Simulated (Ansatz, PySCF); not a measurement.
Molecule: SnS, net charge 0, singlet state. SMILES: [S]=[Sn]
Geometry: optimised at B3LYP-D3(BJ)/def2-TZVP (Ansatz, a first-principles code).

Quantity: vertical ionisation energy (to the doublet state of charge +1; each state is the SCF solution reached for its spin; for the singlet T1 is 0.026), in eV. Correlated levels leave the core frozen unless marked. UHF or UKS for open shells. No spin-orbit coupling. The frozen core is the preceding noble-gas configuration, with the filled d and f shells of earlier blocks. In def2 rows, elements after Kr have scalar-relativistic effective core potentials. CBS marks a two-point X^-3 extrapolation of the correlation energy; Hartree-Fock from the larger set.

```
level                                 program  vertical ionisation energy (eV)
------------------------------------  -------  -------------------------------
SVWN5/def2-TZVPD                       Ansatz                             9.74
PBE/def2-TZVPD                         Ansatz                             9.42
r2SCAN/def2-TZVPD                      Ansatz                             9.41
B3LYP/def2-TZVPD                       Ansatz                             9.36
PBE0/def2-TZVPD                        Ansatz                             9.29
BHLYP/def2-TZVPD                       Ansatz                             9.05
CAM-B3LYP/def2-TZVPD                   Ansatz                             9.26
wB97M-V/def2-TZVPD                     Ansatz                             9.25
wB97X-V/def2-TZVPD                     Ansatz                             9.20
CCSD/def2-SVPD                         Ansatz                             9.13
CCSD/def2-QZVPPD                       Ansatz                             9.20
CCSD/CBS(def2-TZVPPD,def2-QZVPPD)      Ansatz                             9.25
CCSD(T)/def2-TZVPPD                    Ansatz                             9.35
CCSD(T)/def2-QZVPPD                    Ansatz                             9.41
CCSD(T)/CBS(def2-TZVPPD,def2-QZVPPD)   Ansatz                             9.47
```

For comparison, minus the highest occupied orbital energy (PySCF): 7.95 eV at MN15/def2-TZVPD, 6.45 eV at BP86/def2-TZVPD, 8.18 eV at M06-2X/def2-TZVPD.
